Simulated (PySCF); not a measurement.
# Stretching TmS

Set-up: Tm x2c-TZVPall, S x2c-TZVPall; spin-free X2C with a Gaussian nucleus (PySCF 2.14). Energies in eV from Tm (4f13 6s2) + S in their ground configurations at the same level. State: doublet, about 12.7 electrons in the 4f shell (Mulliken), real f orbitals that mix terms.

All columns are PBE0. A positive dipole means Tm(−)S(+).

| R (Å) | E (eV) | μ (D) | Mulliken charge on Tm (basis-dependent) | HOMO (eV) | LUMO (eV) | Mayer bond order | ⟨S²⟩ |
| --- | --- | --- | --- | --- | --- | --- | --- |
| 1.994 | -2.243 | -5.57 | 0.54 | -4.66 | -2.31 | 2.31 | 1.34 |
| 2.087 | -2.925 | -6.35 | 0.58 | -4.74 | -2.40 | 2.24 | 1.26 |
| 2.180 | -3.293 | -7.18 | 0.60 | -4.81 | -2.46 | 2.18 | 1.16 |
| 2.249 | -3.419 | -7.81 | 0.62 | -4.86 | -2.51 | 2.15 | 1.07 |
| 2.319 | -3.452 | -8.44 | 0.63 | -4.91 | -2.55 | 2.12 | 0.99 |
| 2.389 | -3.415 | -9.02 | 0.64 | -4.97 | -2.60 | 2.09 | 0.91 |
| 2.481 | -3.284 | -9.70 | 0.64 | -5.05 | -2.67 | 2.06 | 0.83 |
| 2.597 | -3.031 | -10.32 | 0.64 | -4.88 | -2.78 | 2.02 | 0.78 |
| 2.736 | -2.653 | -10.80 | 0.64 | -4.77 | -2.93 | 1.96 | 0.76 |
| 2.922 | -2.099 | -11.14 | 0.63 | -4.70 | -3.12 | 1.86 | 0.75 |

A fit through these points gives, at Re = 2.313 Å, μ = -8.39 D and dμ/dR = -8.80 D/Å; the reduced mass is 26.88 u.

How strong is the fundamental in the double-harmonic approximation, I = 42.26·(dμ/dR)²/μred km/mol?

I = 42.26·(-8.80)²/26.88 = 122 km/mol at PBE0.

⟨S²⟩ is raised (TmS 0.99), so spin contamination touches these numbers. These are scalar-relativistic numbers at best; spin–orbit coupling would shift them, the dissociation energy most. The state is the lowest single determinant that the PBE0 search found; with open d or f shells the true ground state can be another one.
